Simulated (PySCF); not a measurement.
# What a mistake does to a calculation on AlBFH3N

All numbers below are calculated, not measured. The program is PySCF 2.14.0, an open-source quantum chemistry code, run on an isolated molecule that a program drew, which may never have been made. The molecule is AlBFH3N (charge 0, doublet), drawn as the SMILES string `N[B][AlH][F]`.

Each row is a Hartree-Fock (HF) and frozen-core CCSD(T) single point in the cc-pV(D+d)Z basis, meant for a local HF minimum. Run 1 is clean. Each other run has one planted mistake out of seven kinds, and not every kind appears here: one electron removed, one electron added, multiplicity raised by two, geometry at a saddle point, minimal basis STO-3G, one bond length entered in bohr, all coordinates scaled. The reference is restricted for singlets and unrestricted otherwise, and also for a bond in bohr. Adding or removing an electron swaps singlet and doublet. Electrons count all cores. HOMO and LUMO are orbital energies over both spins, the gradient is its largest component, and the lowest frequency (negative if imaginary) is given only where the gradient is small. Bond lengths are over the 6 bonds as drawn. T1 is the CCSD diagnostic: over 0.02 (restricted) or 0.045 (unrestricted) a single reference is doubtful.

Geometry of the clean run:
```xyz
7
AlBFH3N, angstrom
N     0.7849   -2.2101    0.3641
B     1.1736   -1.4978    1.4644
Al    1.7558   -0.4217    3.0776
F     1.6244   -1.1236    4.5795
H    -0.1492   -2.1956    0.0023
H     1.4027   -2.8094   -0.1485
H     2.3287    1.0404    3.0244
```

```
run  electrons  basis functions  <S^2>  HOMO (eV)  LUMO (eV)  gradient (hartree/bohr)  lowest frequency (cm^-1)  mean bond (Å)  longest bond (Å)      T1  HF (hartree)  CCSD(T) (hartree)                          mistake
  1         37               80  0.760      -7.45       1.50                  1.8e-05                       101         1.4383             2.025  0.0159    -422.30847         -422.83304                         no fault
  2         37               27  0.770      -4.45       8.23                  3.9e-02                         -         1.4383             2.025  0.0204    -416.88824         -417.04661             minimal basis STO-3G
  3         37               80  1.558      -7.47       1.09                  1.1e-02                         -         1.6713             2.969  0.0612    -422.20333         -422.72348  one bond length entered in bohr
  4         37               80  0.764      -7.82       1.09                  2.3e-05                      -174         1.4576             2.121  0.0169    -422.29766         -422.82124       geometry at a saddle point
  5         38               80  0.000       0.21       7.97                  4.1e-02                         -         1.4383             2.025  0.0160    -422.26917         -422.82831                                ?
  6         37               80  3.759      -6.65      -1.30                  4.8e-02                         -         1.4383             2.025  0.0256    -422.13615         -422.64080                                ?
```

**Which mistake was planted in run 5, and what did it cost?**

It counts 38 electrons, one more than the clean run, at the same geometry and basis. So the mistake is: one electron added. Subtracting run 1 and multiplying by 627.51 kcal/mol a hartree, the energy moved by 24.7 kcal/mol in HF and 3.0 kcal/mol in CCSD(T).

**Which mistake was planted in run 6, and what did it cost?**

Electrons, basis and geometry are unchanged, and <S^2> is 3.759, beside S(S+1) = 3.75 for a multiplicity of 4. So the mistake is: multiplicity raised by two. Subtracting run 1 and multiplying by 627.51 kcal/mol a hartree, the energy moved by 108.1 kcal/mol in HF and 120.6 kcal/mol in CCSD(T).

Cautions from the logs. Run 3: T1 is over the limit, so its CCSD(T) energy is less reliable; run 5: the HOMO is above zero, so the electron isn't bound and the energy depends on the basis.
